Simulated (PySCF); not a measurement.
Compound: C4H6FN2 (charge +1).
SMILES: `Cc1c[nH+]c(F)[nH]1`

The closed-shell SCF was solved with PySCF and density fitting under several settings on one GFN2-xTB geometry (grid level 2 and gas phase unless stated).

| settings | basis functions | SCF cycles | E (Eh) | HOMO (eV) | LUMO (eV) |
| --- | --- | --- | --- | --- | --- |
| PBE0/pcSseg-1 | 149 | 14 | -364.7013 | -12.30 | -5.25 |
| PBE0/def2-SVPD | 191 | 14 | -364.4995 | -12.26 | -5.36 |
| WP04/3-21G, energy threshold 1e-08 Eh, fitting basis def2-universal-jkfit | 75 | 10 | -370.9784 | -13.60 | -7.66 |
| revPBE/MINI | 41 | 14 | -362.2026 | -13.49 | -8.57 |

Problem. Estimate the row for these settings: revPBE/def2-SVPD.

Solution. 
```tsv
settings	basis functions	SCF cycles	E (Eh)	HOMO (eV)	LUMO (eV)
revPBE/def2-SVPD	191	15	-364.7951	-11.10	-6.29
```

Problem. Over all rows, what range does the HOMO–LUMO gap span?

Solution. From 4.81 eV (revPBE/def2-SVPD) to 7.05 eV (PBE0/pcSseg-1). The functional of the narrowest has no exact exchange, that of the widest 25 % exact exchange.

Problem. Compare two rows with the functional revPBE: revPBE/MINI and revPBE/def2-SVPD. Which energy is lower, and by how much?

Solution. revPBE/def2-SVPD (191 functions) lies 2.5925 Eh or 1627 kcal/mol below revPBE/MINI (41 functions).

Cycle counts include a coarse-grid stage where the run had one. WP04 was designed for NMR shieldings or shifts; total energies of different functionals aren't comparable.
